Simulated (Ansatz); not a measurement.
Ansatz (an electronic-structure program) input:

Ansatz 0.2 input:
```yaml
crystal:
  periodic: [false, false, false]
  atoms:
    - {symbol: B, position_ang: [-0.61935740, 0.01509297, -0.02049030]}
    - {symbol: N, position_ang: [0.71286703, -0.04687475, 0.00156557]}
    - {symbol: H, position_ang: [-1.39877120, -0.87182518, 0.11331638]}
    - {symbol: H, position_ang: [-1.30880010, 0.96971662, -0.17862215]}
    - {symbol: H, position_ang: [1.33743917, 0.73565746, 0.19917119]}
    - {symbol: H, position_ang: [1.26827482, -0.88429330, -0.17643588]}
basis:
  gaussian:
    orbitals: def2-TZVP
hamiltonian:
  xc: b3lyp
  dispersion: d3bj
total_charge: 1
magnetization: {spin_polarized: true, initial_magnetization: 1}
relax: {f_tol: 0.002, max_steps: 150}
```

Predict the final energy.

-81.69897 Eh (B3LYP-D3(BJ)/def2-TZVP). The basis has 86 functions.
